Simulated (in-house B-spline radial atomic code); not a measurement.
Results of a calculation; reference values are marked as such.
**C6 from the polarisability at imaginary frequency: neutral cadmium**

B97-1 linear response of the closed shell [Kr] 4d10 5s2, from a B-spline radial code for spherical atoms; scalar-relativistic (spin-free one-electron X2C), finite nucleus, no spin-orbit coupling; shells from n = 3 respond.

The dispersion coefficient of two like species is C6 = (3/π) ∫ α(iu)² du from 0 to ∞.

```
u (hartree)  α(iu) (bohr³)
          0          49.71
       0.03          48.69
       0.07          44.68
       0.12          37.68
        0.2          27.39
        0.3             19
       0.45          12.43
        0.7          7.662
          1          5.158
        1.5          3.227
        2.5          1.674
          5         0.5909
```

(1) Fit one oscillator, α(iu) = α(0)/(1 + u²/ω²), through u = 0.12 and estimate C6.

(2) How does that compare with the full integral?

Results:

(1) From α(0)/α(iu) − 1 = 49.71/37.68 − 1 = 0.3193, ω = u/√0.3193 = 0.2124 hartree (5.8 eV). London's formula gives C6 = (3/4) α(0)² ω = 0.75 × 49.71² × 0.2124 = 393.6 hartree·bohr⁶, and the oscillator holds f = α(0) ω² = 2.24 electrons, of a sum of oscillator strengths of 41.3.

(2) The program's quadrature over all excitations gives C6 = 450.8, so the single oscillator is off by -12.7 %. At the last point the fit gives α = 0.0895 against 0.591: higher excitations, and deeper shells where there are any, keep the true curve higher at large u.
